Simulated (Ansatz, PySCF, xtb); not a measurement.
Gas-phase reaction in SMILES: CC#CC + 2 C (CH4) -> C#C (C2H2) [acetylene] + 2 CC (C2H6) [ethane]
Structures are relaxed separately at B3LYP-D3(BJ)/def2-TZVP in Ansatz (a first-principles code).
Geometry of the first species:
SMILES: CC#CC
```xyz
10

C     -0.0002     0.0011     2.0565
C     -0.0001     0.0003     0.6006
C      0.0001    -0.0003    -0.6006
C      0.0002    -0.0011    -2.0565
H     -0.0090     1.0202     2.4498
H     -0.8782    -0.5156     2.4506
H      0.8864    -0.5005     2.4508
H     -0.0085     1.0175    -2.4509
H      0.8870    -0.5032    -2.4500
H     -0.8777    -0.5183    -2.4502
```

Quantity: bond separation energy (enthalpy at 298 K, with B3LYP-D3(BJ) rigid-rotor harmonic-oscillator terms from PySCF), in kcal/mol. Cores are frozen in the correlated levels unless marked. No spin-orbit coupling. No relativistic terms. CBS marks a two-point X^-3 extrapolation of the correlation energy; Hartree-Fock from the larger set. [CCSD(T)-MP2]/basis is that difference in the basis named.

From measured enthalpies of formation at 298 K: 15.3 kcal/mol (CC#CC 34.8, ATcT 1.112; C#C (C2H2) 54.6, ATcT 1.112; C (CH4) -17.8, ATcT 1.112; CC (C2H6) -20.0, ATcT 1.112). It holds spin-orbit effects, which the calculations lack, and core correlation, which the frozen-core levels lack.

```csv
level,program,bond separation energy (kcal/mol),error against measurement
GFN1-xTB,xtb,16.3,1.0
GFN2-xTB,xtb,18.4,3.1
HF/6-31G*,Ansatz,15.6,0.3
revPBE-D4/def2-TZVPD,Ansatz + dftd4,17.5,2.2
B3LYP-D4/def2-TZVPD,Ansatz + dftd4,17.1,1.8
PBE0/STO-3G,Ansatz,18.1,2.8
PBE0-D4/def2-TZVP,Ansatz + dftd4,17.9,2.6
BHLYP/def2-TZVPD,Ansatz,16.2,0.9
TPSSh-D3(BJ)/def2-TZVPD,PySCF + dftd3,17.3,2.0
TPSSh/def2-TZVPD,PySCF,17.3,2.0
r2SCAN0-D4/def2-TZVPD,Ansatz + dftd4,17.5,2.2
HSE06-D3(BJ)/def2-TZVPD,Ansatz + dftd3,17.9,2.6
CAM-B3LYP-D3(BJ)/def2-TZVPD,Ansatz + dftd3,16.5,1.2
wB97X-V/def2-TZVPD,Ansatz,15.6,0.3
B2GP-PLYP/def2-TZVPD,Ansatz,16.0,0.7
RI-MP2/cc-pVQZ,Ansatz,15.8,0.5
SCS-MP2/6-31G,Ansatz,13.7,-1.6
SCS-MP2/aug-cc-pVDZ,Ansatz,14.3,-1.0
CCSD/STO-3G,Ansatz,12.3,-3.0
CCSD/aug-cc-pVDZ,Ansatz,13.5,-1.8
"RI-MP2/CBS(cc-pVTZ,cc-pVQZ)+[CCSD(T)-MP2]/cc-pVTZ",Ansatz,14.4,-0.9
```
